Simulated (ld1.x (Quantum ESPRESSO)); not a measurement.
# Varying the RRKJ potential for Ti

Base potential:

ld1.x (Quantum ESPRESSO) 7.5 input, shortened:

```
&input
   title='Ti', zed=22., rel=2, dft='BP', iswitch=3,
   config='[Ar] 3d2 4s1.5 4p0', rel_dist='average'
 /
 &inputp
   pseudotype=2, tm=.false., rho0=0.001, lloc=-2, rcloc=0.85,
   nlcc=.true., new_core_ps=.true., rcore=0.75
 /
3
3S  1  0   2.00   0.00  1.10  1.10  0.0
3P  2  1   6.00   0.00  1.65  1.65  0.0
3D  3  2   2.00   0.00  1.60  1.60  0.0
 &test
   configts(1)='3s2 3p6 3d2 4s1.5 4p0'
 /
```

Open shells are filled in proportion to 2j + 1 (rel_dist='average').

Occupied shells without a wave of their own: 4s. They enter only through the test configuration that unscreens the potential, and ld1.x also counts them in the model core charge.

Cutoffs, loose and tight: the cutoffs (Ry, on a coarse ladder) from which the occupation-weighted sum of valence levels, in a spherical-Bessel basis at the reference potential, stays within 10 and 1 mRy of its value at 400 Ry. They do not see the model core or the augmentation charge, which bear on the density cutoff. Test errors are all-electron minus pseudo excitation energies from the reference, over the configurations 3s2 3p6 3d2 4s2 4p0; 3s2 3p6 3d2 4s1 4p0; 3s2 3p6 3d2 4s0 4p0; 3s1 3p6 3d2 4s2 4p0; 3s2 3p6 3d3 4s0 4p0; 3s2 3p6 3d2 4s0 4p1; 3s2 3p6 3d2 4s0 4p2. A dash means not determined; rows that change the core or the reference have their own tests.

With those shells counted twice in exchange and correlation these files are broken, and their errors move erratically; no question is asked of them.

A true bound ghost makes a file unfit for plane-wave use even where its test errors are small: the radial tests pick states by their node count and pass the ghost by.

Cutoffs are not given where the Bessel-basis levels miss the radial ones by over 6 mRy, ghosts where they miss by over 20 mRy; a channel whose overlap is not positive is not tested.

A file whose overlap is not positive is unfit for use, and its test errors describe a broken file.

```tsv
change	outcome	cutoff, loose	cutoff, tight	bound ghosts	largest test error (meV)
base	generated	80 Ry	140 Ry	none	-633
local potential all-electron potential smoothed inside 0.90 bohr (lloc = -2)	generated	80 Ry	140 Ry	none	-624
reference 3s2 3p6 3d2.5 4s1.5 4p0	generated	80 Ry	140 Ry	none	-1014
all radii but the core radius scaled by about 1.26 (s 1.38, p 2.08, d 2.02 bohr); local potential all-electron potential smoothed inside 1.06 bohr (lloc = -2)	generated	70 Ry	90 Ry	none	-532
wave 3p (bound): rc 1.65 bohr becomes 3p (bound): rc 1.28 bohr	generated	–	–	not determined	-633
scalar-relativistic	generated	80 Ry	140 Ry	none	-634
type ultrasoft; waves now 3s (bound): rc 1.10 bohr; 4s (bound): rc 1.10 bohr; 3p (bound): rcut 1.45, rcutus 1.65 bohr; 4p (bound): rcut 1.45, rcutus 1.65 bohr; 3d (bound): rcut 1.40, rcutus 1.60 bohr; 3d channel at 0.35 Ry: rcut 1.40, rcutus 1.60 bohr; local potential all-electron potential smoothed inside 1.30 bohr (lloc = -1); augmentation PSQ, inside the norm-conserving radii; rho0 0	generated, overlap not positive	–	–	s (p1/2, p3/2 not tested, overlap not positive)	+151
core correction Bessel-smoothed model core inside 1.18 bohr	generated	80 Ry	140 Ry	none	-633
wave 3d (bound): rc 1.60 bohr becomes 3d (bound): rc 2.38 bohr	generated	–	–	none	-634
local potential the d channel	generated	80 Ry	140 Ry	none	-346
```
